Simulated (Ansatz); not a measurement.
`N#C[SiH2]P` + CH₃OH → `CO[SiH2]C#N` + PH₃ at 700 K and 1 bar (cleavage of the Si–P bond).

Calculated with Ansatz (gas phase, PBE0-D4/def2-TZVP geometries, no zero-point term in ΔE). CCSD(T)/CBS is the MP2 limit (def2-TZVPP, def2-QZVPP) plus CCSD(T) − MP2 in def2-TZVPP, frozen cores. This one scheme is used for every species. One conformer a species, not always the lowest.

```
      species  CCSD(T)/CBS energy (Eh)  H − E (kJ/mol)  S (J/(mol·K))
 `N#C[SiH2]P`               -725.16307           180.1          426.7
        CH₃OH               -115.61712           170.8          288.5
`CO[SiH2]C#N`               -498.08666           253.2          455.0
          PH₃               -342.72256            91.5          248.3
```

H − E and S are ideal-gas, rigid-rotor, harmonic terms from PBE0-D4/def2-TZVP, for one conformer and one mirror image of each species. 1 Eh = 2625.50 kJ/mol, R = 8.31446 J/(mol·K).

By hand: ΔE, ΔH, ΔS and ΔG.

ΔE = (-498.08666) + (-342.72256) − (-725.16307) − (-115.61712) = -0.02903 Eh = -76.2 kJ/mol. Δ(H − E) = 253.2 + 91.5 − 180.1 − 170.8 = -6.2, so ΔH = -82.4 kJ/mol. ΔS = 455.0 + 248.3 − 426.7 − 288.5 = -11.9 J/(mol·K). ΔG = -82.4 − 700 × (-11.9)/1000 = -74.1 kJ/mol.

By hand: the equilibrium constant, and the temperature at which ΔG would vanish if ΔH and ΔS stayed fixed.

log₁₀ K = −ΔG/(RT ln 10) = 5.5. ΔG = 0 at ΔH/ΔS = 6924 K, far beyond where these terms or the molecules hold.

The number of gas molecules stays the same, so ΔS is small and ΔH decides. A doubt of 5 kJ/mol in ΔE shifts log₁₀ K by 0.4 here. Other conformers and mirror images would add mixing entropy, several J/(mol·K) or more a flexible species. These are equilibria of isolated gas molecules and say nothing of rates. Largest T1 diagnostic: 0.014 (customary marks: 0.02 for closed shells, 0.045 for open ones).
